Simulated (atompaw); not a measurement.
## Building the PAW (atompaw) potential for aluminium (PBE, scalar-relativistic).

The input file (atompaw 4.2.0.5):

```
Al 13
GGA-PBE scalarrelativistic loggrid 1500 logderivrange -3 5 201
3 3 0 0 0 0
3 1 1
0 0 0
c
c
v
c
v
2
2.40 2.20 2.30 2.40
y
-0.2
n
y
0.2
n
y
-0.15
y
2.05
n
custom polynom2 7 10 vanderbiltortho besselshape
bessel
2.40
2.40
2.40
2.05
2.35
2.40
PWSCFOUT
UPFDX 0.0125d0 UPFXMIN -7.d0 UPFZMESH 13.d0
END
```

Command:

```bash
atompaw < Al.input > Al.log
```

Output (summary file):

```
Completed calculations for Al (AE)

 Exchange-correlation type: GGA, Perdew-Burke-Ernzerhof

 Radial integration grid is logarithmic
 r0 =   6.0512684E-04 h =   7.8666489E-03   n =      1500 rmax =   8.0000000E+01

 Scalar relativistic calculation

 AEatom converged in  31 iterations
   nz     =  13.00
   delta  =       5.440530952873E-17

 All Electron Orbital energies:
  n  l      occupancy      energy
  1  0      2.0000000E+00 -1.1106708E+02
  2  0      2.0000000E+00 -7.9499927E+00
  3  0      2.0000000E+00 -5.6982842E-01
  2  1      6.0000000E+00 -5.1186704E+00
  3  1      1.0000000E+00 -1.9933563E-01

 Total energy
   Total                    :     -485.36937290474447

 ---
 Completed calculations for Al (SC)

 Exchange-correlation type: GGA, Perdew-Burke-Ernzerhof

 Radial integration grid is logarithmic
 r0 =   6.0512684E-04 h =   7.8666489E-03   n =      1500 rmax =   8.0000000E+01

 Scalar relativistic calculation

 SCatom converged in   1 iterations
   nz     =  13.00
   delta  =       1.586559051210E-17

 Valence Electron Orbital energies:
  n  l      occupancy      energy
   3  0      2.0000000E+00 -5.6982842E-01
   3  1      1.0000000E+00 -1.9933563E-01

 Total energy
   Total                    :     -485.36937290458991
   Valence                  :      -39.22637731770865

 PAW parameters:
       lmax =            2
         rc =    2.4136129251158902
        irc =         1055
   rc_shape =    2.2134867000190201
    rc_vloc =    2.3023095083796785
    rc_core =    2.4136129251158902
   Vloc: truncated form - Vps(r)=A.sin(qr)/r for r<rc
   Projector type: improved polynomial pseudization + Vanderbilt ortho.
   Bessel compensation charge shape zeroed at   2.2135E+00

 Number of basis functions     6
 No.   n  nodes  l      Energy         Cp coeff         Occ
  1    3    2    0   -0.5698284E+00  0.1152749E+04  0.2000000E+01
  2  999    3    0   -0.2000000E+00  0.2505979E+03  0.0000000E+00
  3    3    1    1   -0.1993356E+00 -0.2664888E+03  0.1000000E+01
  4  999    2    1    0.2000000E+00 -0.3563281E+02  0.0000000E+00
  5  999    0    2   -0.1500000E+00  0.6556573E+02  0.0000000E+00
  6  999    1    2    0.2050000E+01  0.2491117E+01  0.0000000E+00

 Eigenvalues of overlap operator (in the basis of projectors):
    1        3.58265384E-01
    2        4.01359222E-01
    3        1.17308589E+00
    4        1.18653662E+02
    5        6.35222812E+02
    6        6.52290220E+02

 Orbital leakage outside PAW augmentation regions
   orb  is_core?  %out_of_sphere
   1 0    T           0.00
   2 0    T           0.01
   3 0    F          49.27
   2 1    T           0.03
   3 1    F          73.12

 Summary of PAW energies
   Total valence energy     :    -39.22638212650304
   Smooth energy            :      3.81660791537891
   One center               :    -43.04299004188195
   Smooth kinetic           :      1.18999926260661
   Vloc energy              :      0.59466572671113
   Smooth exch-corr         :     -1.31444751087353
   One-center xc            :    -35.54750194897797
```

The run took about 5.8 s on one core of a shared server CPU.
